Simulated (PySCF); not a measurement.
## State search for TeC

Unrestricted PBE0; Te x2c-SVPall, C x2c-SVPall; spin-free X2C with a Gaussian nucleus (PySCF 2.14). Outer shells of the fragments: Te 4d10 5s2 5p4; C 2s2 2p2.

Followed along the bond (rough minima from three points):

```tsv
2Ms+1	unpaired	⟨S²⟩ at the start	R at minimum (Å)	Te (eV)
1	none	0.00	1.89	0.00
3	σ ↑, π ↑	2.24	1.93	2.07
5	σ ↑, π ↑↑↑	6.01	none in the scan	≤ 3.44
```

Solutions found at the starting distance of 2.030 Å, counted from the lowest of them; the search is not exhaustive and high or unbound solutions are not listed, so other states can lie among these:

```tsv
2Ms+1	unpaired	term	E (eV)	⟨S²⟩	⟨Lz²⟩	μ (D)
1	none	¹Σ⁺	0.00	0.00	0.00	-2.21
3	σ ↑, π ↑	³Π	1.89	2.24	1.00	-1.11
3	π ↑↑	mixed	1.92	2.01	2.01	-2.59
3	π ↑↑	mixed	2.41	2.01	2.01	-2.26
1	σ ↑, π ↓	mixed	2.46	1.01	1.04	-1.45
1	π ↑↓	mixed	2.52	1.01	2.01	-2.13
5	σ ↑, π ↑↑↑	⁵Π	3.20	6.01	1.00	-1.44
3	σ ↑, π ↑↑↓	mixed	4.24	3.01	3.01	-1.99
5	π ↑↑↑↑	⁵Σ⁺	4.33	6.01	0.00	-4.38
1	σ ↑, π ↑↓↓	mixed	4.39	2.01	3.01	-1.93
3	σ ↑↑	mixed	5.69	2.42	0.00	-0.23
1	σ ↑, π ↓	mixed	5.98	1.01	3.01	-2.05
3	σ ↑, π ↑	³Π	6.03	2.01	1.01	-0.96
5	σ ↑↑, π ↑↑	mixed	6.82	6.05	2.01	-0.28
```

A term symbol is given only where ⟨S²⟩ and ⟨Lz²⟩ are close to those of a pure state; real π, δ and φ orbitals otherwise mix terms. A positive dipole means Te(−)C(+).

Compare the gap between the two lowest followed solutions at the starting distance with the gap between their minima.

At PBE0 the second solution (triplet, unpaired electrons σ ↑, π ↑) lies +1.89 eV from the first (singlet, closed shell) at 2.030 Å and +2.07 eV at the minima; the two curves relax by different amounts, since their minima lie near 1.93 and 1.89 Å.

Spin–orbit coupling is left out. Counting both spins, an empty level lies below a filled one in some of these solutions, because spin and occupation are held.
